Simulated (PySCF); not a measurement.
**Steps of a relaxation of Nd(OH)3**

Nd(OH)3 (singlet in the valence; each metal's 4f electrons, 3 of them, lie in its core potential, out of spins and levels). PySCF 2.14.0, RKS BP86, Nd lcecp-1-SVP with ECP49, O def2-SVP, H def2-SVP; non-relativistic Hamiltonian with scalar-relativistic core potentials where named; density fitting; no spin-orbit coupling. Origin of the start: template. Columns: position (Å) and force (eV/Å). Energies are counted from the last step; some of the 8 steps are shown. Forces carry noise of the integration grid, about 0.01 to 0.03 eV/Å.

Run from Python with OMP_NUM_THREADS=2. Where DIIS fails, smearing, a level shift and second-order steps follow.
It took 27 s on 2 threads of Arm Neoverse V1, on a shared host, from the converged density of the start.

```xyz
7
step 0  E = 0.379 eV
Nd    0.0000    0.0000   -0.0055    -0.02    0.00   -0.43
O     2.2198    0.0000   -0.0055    -1.81    0.00    0.22
H     3.1198    0.0000    0.3445     0.23    0.00   -0.08
O    -1.1099    1.9224   -0.0055     0.92   -1.56    0.22
H    -1.5599    2.7018    0.3445    -0.11    0.20   -0.08
O    -1.1099   -1.9224   -0.0055     0.92    1.56    0.22
H    -1.5599   -2.7018    0.3445    -0.11   -0.20   -0.08
```

```xyz
7
step 2  E = 0.051 eV
Nd    0.0000    0.0000   -0.1228     0.00    0.00   -0.45
O     2.1024    0.0000    0.0335     0.33    0.00    0.30
H     3.0227    0.0000    0.3446    -0.05    0.00   -0.16
O    -1.0512    1.8207    0.0335    -0.16    0.28    0.31
H    -1.5113    2.6177    0.3446     0.03   -0.04   -0.16
O    -1.0512   -1.8207    0.0335    -0.16   -0.28    0.31
H    -1.5113   -2.6177    0.3446     0.03    0.04   -0.16
```

```xyz
7
step 5  E = 0.000 eV
Nd    0.0000    0.0000   -0.3612     0.01    0.00   -0.02
O     2.0715    0.0000    0.0582     0.01    0.00    0.02
H     2.9787    0.0000    0.3994    -0.02    0.00   -0.01
O    -1.0357    1.7940    0.0582    -0.01    0.01    0.01
H    -1.4894    2.5796    0.3994     0.01   -0.02   -0.01
O    -1.0357   -1.7940    0.0582    -0.01   -0.01    0.01
H    -1.4894   -2.5796    0.3994     0.01    0.02   -0.01
```

**Question.** Where does the relaxation end?

**Answer.** It converges at step 7 in C3v:
```xyz
7
step 7  E = 0
Nd    0.0000    0.0000   -0.3793
O     2.0668    0.0000    0.0596
H     2.9722    0.0000    0.4040
O    -1.0334    1.7899    0.0596
H    -1.4861    2.5740    0.4040
O    -1.0334   -1.7899    0.0596
H    -1.4861   -2.5741    0.4040
```

**Question.** How did the contacts change?

**Answer.** 
```
    contact  start (Å)  end (Å)
Nd1–O2 (OH)      2.220    2.113
Nd1–O4 (OH)      2.220    2.113
Nd1–O6 (OH)      2.220    2.113
```


An lcecp potential fixes the number of 4f electrons, so in runs with it no electron can move into or out of that shell.
